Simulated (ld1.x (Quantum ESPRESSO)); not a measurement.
Building the PAW potential for Ga (Z = 31) (LDA (PZ), scalar-relativistic).

```json
{
  "Element": "gallium (Ga)",
  "Generator": "ld1.x (Quantum ESPRESSO) 7.5",
  "Type": "PAW",
  "Functional": "LDA (PZ)",
  "Relativity": "scalar-relativistic",
  "Frozen core": "[Ar] 3d10",
  "Valence charge": "3",
  "Reference configuration": "4s1.75 4p1.25",
  "Partial waves": "4s (bound): rcut 1.85, rcutus 2.25 bohr; 4s channel at 2.8 Ry: rcut 1.85, rcutus 2.25 bohr; 4p (bound): rcut 2.50, rcutus 2.95 bohr; 4p channel at 2.15 Ry: rcut 2.50, rcutus 2.95 bohr",
  "Local potential": "all-electron potential smoothed inside 2.55 bohr (lloc = -1)",
  "Core correction": "Bessel-smoothed model core inside 2.00 bohr",
  "Augmentation charge": "PSQ, inside the norm-conserving radii"
}
```

(1) Is the overlap operator S = 1 + Σ q|β⟩⟨β| positive definite (Bessel basis up to 400 Ry)?

Answers

(1) No: its lowest eigenvalue is -0.577, in the p channel, so the generalised eigenproblem breaks down once the basis is large enough.

Its largest configuration-test error is -0.9 meV (4s2 4p1). Test run stopped at test 2 of 9 (negative rho).

The ghost test of this file was not conclusive. Its overlap operator is not positive definite in a basis up to 400 Ry (lowest eigenvalue p -0.58), so the file is unfit for use: the generalised eigenproblem breaks down once the basis is large enough, and its test numbers describe a broken file.
